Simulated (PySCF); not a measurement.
C4H6NO, SMILES O=C1CCC[N]1, multiplicity 2. Coordinates come from a PBE0-D3(BJ)/def2-SVP optimisation. The isomer is the one that the SMILES or the coordinates give; other isomers of the formula were not compared. One conformer was computed; it need not be the lowest.

These are PBE0-D3(BJ)/def2-SVP (PySCF) values and carry that method's errors.

Harmonic wavenumbers (cm⁻¹): 114, 176, 496, 517, 620, 686, 815, 845, 864, 937, 1000, 1019, 1085, 1116, 1192, 1209, 1215, 1288, 1312, 1342, 1399, 1428, 1473, 1720, 2974, 3074, 3086, 3096, 3154, 3162. Rotational constants (GHz): 7.329, 3.594, 2.559; symmetry number 1.

Question: Work out the zero-point energy and the ideal-gas rigid-rotor harmonic-oscillator thermochemistry at 298.15 K and 1 atm.

Answer: ZPE = ½ Σ hcν = ½ × 42412 cm⁻¹ = 60.63 kcal/mol. H − E(el) = 64.56 kcal/mol. Entropy in cal/(mol K): translation 39.20, rotation 25.97, vibration 8.80, spin 1.38, total 75.35. G − E(el) = 42.10 kcal/mol. Cp = 20.93 cal/(mol K). Modes under 150 cm⁻¹ make the vibrational entropy uncertain.
